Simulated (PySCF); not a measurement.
Static polarisabilities and like-pair C6 coefficients by linear response at wB97X-D/def2-SVPD (PySCF, frozen core in the response, non-relativistic, gas phase), PBE0-D3(BJ)/def2-SVP geometries, one conformer each; atomic units unless stated. Spin–orbit coupling is left out although an atom past zinc is present.

| label | species | α | C6 |
| --- | --- | --- | --- |
| P | `CC(=O)Oc1c[se]cn1` | 96.2 | 3601 |
| Q | `[SiH3]CC[SiH2]Cl` | 91.3 | 3132 |
| R | `C=C(C)[C@H]1CC(=O)O1` | 75.7 | 2497 |

Q: Estimate the unlike-pair coefficients by the rule C6(AB) = 2·C6(AA)·C6(BB) / [C6(AA)·αB/αA + C6(BB)·αA/αB], and compare with the geometric mean.

A: 
```
pair  combination rule  geometric mean  ratio
  PQ              3358            3358  1.000
  PR              2994            2999  0.998
  QR              2789            2797  0.997
```

The rule is exact for one-pole polarisabilities and never exceeds the geometric mean; the two meet where both partners have the same effective excitation energy. These unlike-pair values are estimates, not computed integrals.
